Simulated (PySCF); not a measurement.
**How methods differ on the ionisation energy of Rh⁴⁰⁺**

Rh⁴⁰⁺ [He] 2s2 2p1 (2P) → Rh⁴¹⁺ [He] 2s2 (1S), as a difference of total energies. All numbers are calculated (PySCF 2.14, the spin-free X2C one-electron Hamiltonian (Gaussian nucleus), in an even-tempered Gaussian basis (19 s from 16 bohr⁻², ratio 2.2; 12 p from 20 bohr⁻², ratio 2.2; 6 d from 79 bohr⁻², ratio 2.4; 5 f from 120 bohr⁻², ratio 2.4; 4 g from 180 bohr⁻², ratio 2.4)). Correlated levels: nothing frozen; virtual orbitals above 40 to 60 times the deepest correlated orbital energy dropped. The calculations carry no spin-orbit coupling.

```tsv
method	ionisation energy (eV)
UHF	6059.9
MP2 (all electrons)	6059.1
SCS-MP2 (all electrons)	6058.8
CCSD (all electrons)	6058.2
CCSD(T) (all electrons)	6058.2
```

For this ion Breit and QED terms and the two-electron picture change, all absent here, outweigh the differences among the correlated methods.

The reference lies between the lowest fine-structure levels, while these numbers refer to the centres of the terms.

For comparison: 6161 ± 5 eV (semi-empirical (NIST evaluation); NIST Atomic Spectra Database, ionization energies).
